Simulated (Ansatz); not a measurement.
H₂MnO₂, SMILES [OH][Mn][OH] (connectivity only; charge and spin as stated), neutral, multiplicity 6.

Geometry optimised at B3LYP-D3(BJ)/def2-TZVP. The spin state was assumed, not searched. One conformer was computed; it need not be the lowest.

Two levels are set side by side: PBE/def2-TZVPD (Ansatz, a program for electronic structure) and PBE0/def2-TZVPD (Ansatz). Energy differences of separate SCF runs at the same geometry; the states with an electron removed or added have multiplicity 7 and 7. Differences are taken from unrounded values.

```tsv
quantity	PBE0
vertical ionisation energy (eV)	10.49
```

Question: What does PBE give, and how far is it from PBE0? (The exact figures need the calculation; the answer reports its results.)

Answer: 
| quantity | PBE | PBE minus PBE0 |
|---|---|---|
| vertical ionisation energy (eV) | 10.29 | -0.21 |

On these quantities the two levels nearly agree.
